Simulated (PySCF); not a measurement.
## PySCF run on Au2O

The script input.py:

```python
from pyscf import gto, dft

mol = gto.M(
    atom='O 0 0 -1.2192; Au 1.561 0 0.0402; Au -1.561 0 0.0402',
    basis='lanl2dz',
    ecp={'Au': 'lanl2dz'},
    charge=0,
    spin=0,
    verbose=4,
)
mf = dft.RKS(mol, xc='pw6b95')
mf.kernel()
mf.dip_moment()
print('orbital energies (hartree):', mf.mo_energy[..., max(0, mol.nelec[1]-3):mol.nelec[0]+3].round(4))
```

```bash
$ python input.py
```

The log (some set-up lines and the per-cycle HOMO/LUMO lines with their warnings removed):

```
PySCF version 2.14.0

[INPUT] verbose = 4
[INPUT] num. atoms = 3
[INPUT] num. electrons = 46
[INPUT] charge = 0
[INPUT] spin (= nelec alpha-beta = 2S) = 0
[INPUT] symmetry False subgroup None
[INPUT] Mole.unit = angstrom
[INPUT] Symbol           X                Y                Z      unit          X                Y                Z       unit  Magmom
[INPUT]  1 O      0.000000000000   0.000000000000  -1.219200000000 AA    0.000000000000   0.000000000000  -2.303954091070 Bohr   0.0
[INPUT]  2 Au     1.561000000000   0.000000000000   0.040200000000 AA    2.949862480446   0.000000000000   0.075966990208 Bohr   0.0
[INPUT]  3 Au    -1.561000000000   0.000000000000   0.040200000000 AA   -2.949862480446   0.000000000000   0.075966990208 Bohr   0.0

nuclear repulsion = 141.395871676428
number of shells = 19
number of NR pGTOs = 101
number of NR cGTOs = 53
basis = lanl2dz
ecp = {'Au': 'lanl2dz'}

******** <class 'pyscf.dft.rks.RKS'> ********
method = RKS
initial guess = minao
damping factor = 0
level_shift factor = 0
DIIS = <class 'pyscf.scf.diis.CDIIS'>
diis_start_cycle = 1
diis_space = 8
diis_damp = 0
SCF conv_tol = 1e-09
SCF conv_tol_grad = None
SCF max_cycles = 50
direct_scf = True
direct_scf_tol = 1e-13
XC library pyscf.dft.libxc version 7.0.0
    S. Lehtola, C. Steigemann, M. J.T. Oliveira, and M. A.L. Marques.,  SoftwareX 7, 1–5 (2018)
XC functionals = pw6b95
    Y. Zhao and D. G. Truhlar.,  J. Phys. Chem. A 109, 5656 (2005)
radial grids:
    Treutler-Ahlrichs [JCP 102, 346 (1995); DOI:10.1063/1.469408] (M4) radial grids

becke partition: Becke, JCP 88, 2547 (1988); DOI:10.1063/1.454033
pruning grids: <function nwchem_prune>
grids dens level: 3
symmetrized grids: False
atomic radii adjust function: <function treutler_atomic_radii_adjust>
small_rho_cutoff = 0
Set gradient conv threshold to 3.16228e-05
Initial guess from minao.
tot grids = 62704
init E= -348.566267211589
cycle= 1 E= -320.335379463118  delta_E= 28.2  |g|= 6.51  |ddm|= 12.6
cycle= 2 E= -336.40909760621  delta_E= -16.1  |g|= 4.42  |ddm|= 17.6
cycle= 3 E= -342.97167987271  delta_E= -6.56  |g|= 2.97  |ddm|= 13.2
cycle= 4 E= -346.008673833649  delta_E= -3.04  |g|= 0.639  |ddm|= 3.35
cycle= 5 E= -345.814231903647  delta_E= 0.194  |g|= 1.19  |ddm|= 1.84
cycle= 6 E= -346.147993859878  delta_E= -0.334  |g|= 0.392  |ddm|= 0.759
cycle= 7 E= -346.185662198337  delta_E= -0.0377  |g|= 0.0932  |ddm|= 0.367
cycle= 8 E= -346.187792705707  delta_E= -0.00213  |g|= 0.0137  |ddm|= 0.0961
cycle= 9 E= -346.187865644676  delta_E= -7.29e-05  |g|= 0.00375  |ddm|= 0.0295
cycle= 10 E= -346.18786900626  delta_E= -3.36e-06  |g|= 0.00159  |ddm|= 0.00343
cycle= 11 E= -346.187869672011  delta_E= -6.66e-07  |g|= 0.000166  |ddm|= 0.00205
cycle= 12 E= -346.18786968454  delta_E= -1.25e-08  |g|= 9.27e-06  |ddm|= 0.000408
cycle= 13 E= -346.187869684674  delta_E= -1.34e-10  |g|= 6.06e-06  |ddm|= 6.83e-05
Extra cycle  E= -346.187869684566  delta_E= 1.07e-10  |g|= 2.2e-05  |ddm|= 2.35e-05
converged SCF energy = -346.187869684566
Dipole moment(X, Y, Z, Debye): -0.00000, -0.00000,  3.15659
orbital energies (hartree): [-0.2812 -0.2725 -0.2677 -0.1343 -0.1143 -0.0125]
```

In short: E(SCF) = -346.187870 Eh, 13 cycles, μ(SCF) = 3.16 D.

Wall time 8.2 s on one thread of a shared host.
